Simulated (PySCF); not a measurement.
formate (CHO₂), SMILES O=C[O-], charge -1.

Geometry optimised at PBE0-D3(BJ)/def2-TZVPD.

Computed with PBE/def2-TZVPD (PySCF).

Symmetry labels are those of the subgroup C2v that the program uses (full group C2v).

List the valence orbital energies around the gap with their symmetry. (Estimate from the structure and the level; the computed values follow.)


```tsv
orbital	symmetry	energy (eV)
HOMO−7	B2	-17.74
HOMO−6	A1	-7.48
HOMO−5	A1	-4.88
HOMO−4	B2	-4.03
HOMO−3	B1	-3.86
HOMO−2	A2	-0.41
HOMO−1	B2	0.19
HOMO	A1	0.29
LUMO	A1	4.23
LUMO+1	A1	4.95
LUMO+2	B2	4.96
LUMO+3	B1	5.47
```
